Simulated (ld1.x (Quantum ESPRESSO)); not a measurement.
## vanadium (V), TM: configuration errors across variants

- Element: V
- Generator: ld1.x (Quantum ESPRESSO) 7.5
- Type: norm-conserving Troullier–Martins (Kleinman–Bylander form)
- Functional: PW91
- Relativity: scalar-relativistic
- Frozen core: [Ne]
- Valence charge: 13
- Reference configuration: 3s2 3p6 3d3 4s2 4p0
- Partial waves: 3s (bound): rc 0.85 bohr; 3p (bound): rc 1.20 bohr; 3d (bound): rc 1.95 bohr
- Local potential: the d channel
- Core correction: none

Occupied shells without a wave of their own: 4s. They enter only through the test configuration that unscreens the potential.

All-electron excitation energies from the reference (eV): (1) 3s2 3p6 3d3 4s1 4p0 7.786; (2) 3s2 3p6 3d3 4s0 4p0 22.109; (3) 3s2 3p6 3d2 4s0 4p0 51.106; (4) 3s2 3p6 3d2 4s2 4p1 5.816; (5) 3s2 3p6 3d3 4s0 4p1 11.904; (6) 3s1 3p6 3d3 4s2 4p0 77.444; (7) 3s2 3p6 3d1 4s0 4p0 97.104.

For the base: The 4s level has no wave, so the channel is fitted at the deeper level alone: the likely source of the large errors.

The file “wave 3d (bound): rc 1.95 bohr becomes 3d (bound): rc 2.96 bohr” misses its own reference levels by 1.1 eV.

Errors AE − PS in meV (a dash: test not solved or not reliable):

```csv
change,(1),(2),(3),(4),(5),(6),(7),bound ghosts
base,+300,+723,+918,-142,+355,-47,+1514,none
wave 3d (bound): rc 1.95 bohr becomes 3d (bound): rc 1.26 bohr,-68,-185,-320,+12,-161,+17,-424,none
wave 3d (bound): rc 1.95 bohr becomes 3d (bound): rc 1.50 bohr,+68,+165,+200,-42,+68,-33,+350,none
wave 3d (bound): rc 1.95 bohr becomes 3d (bound): rc 1.66 bohr,+161,+399,+528,-82,+207,-56,+854,none
wave 3d (bound): rc 1.95 bohr becomes 3d (bound): rc 1.92 bohr,+300,+723,+918,-142,+355,-47,+1514,none
wave 3d (bound): rc 1.95 bohr becomes 3d (bound): rc 2.10 bohr,+336,+772,+899,-164,+320,+6.9,+1569,none
wave 3d (bound): rc 1.95 bohr becomes 3d (bound): rc 2.36 bohr,+219,+293,-106,-170,-223,+232,+335,none
wave 3d (bound): rc 1.95 bohr becomes 3d (bound): rc 2.70 bohr,-462,-1969,-3960,-193,-2310,+503,-4777,none
wave 3d (bound): rc 1.95 bohr becomes 3d (bound): rc 2.96 bohr,-1837,-6204,-10385,-426,-6302,+279,-13087,none
```

Give the same row for: wave 3d (bound): rc 1.95 bohr becomes 3d (bound): rc 2.48 bohr.

+47, -297, -1164, -166, -780, +361, -1060; bound ghosts: none.
